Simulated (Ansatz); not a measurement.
Basis sets compared for SbSbSbSb tetrahedron (Sb₄). The state is a singlet with charge 0. Geometry r2SCAN-D4/def2-SVP. Ansatz on 4 threads of Arm Neoverse V1 on a shared host; times are rough, and most runs start from earlier orbitals.

```xyz
4

Sb   -0.812   -0.672   -1.384
Sb   -0.836    1.434    0.523
Sb    1.637    0.406   -0.429
Sb    0.011   -1.168    1.290
```

In the def2 sets Sb takes a core potential; there is no spin–orbit coupling.

Binding counts from free atoms (Sb quartet) in the same basis, without a counterpoise term.

| level | functions | energy (Eh) | HOMO (eV) | LUMO (eV) | binding per atom (eV) | wall time |
| --- | --- | --- | --- | --- | --- | --- |
| PBE-D4/def2-SVP | 104 | -961.1603 | -5.39 | -2.03 | 2.40 | 1.2 s |
| PBE0-D4/def2-SVP | 104 | -961.1938 | -6.25 | -1.46 | 2.18 | 2.2 s |

Question: Estimate the rows for PBE-D4/def2-TZVP, PBE0-D4/def2-TZVP.

Answer: 
| level | functions | energy (Eh) | HOMO (eV) | LUMO (eV) | binding per atom (eV) | wall time |
| --- | --- | --- | --- | --- | --- | --- |
| PBE-D4/def2-TZVP | 200 | -961.1927 | -5.41 | -2.10 | 2.47 | 2.7 s |
| PBE0-D4/def2-TZVP | 200 | -961.2243 | -6.23 | -1.50 | 2.27 | 5 s |
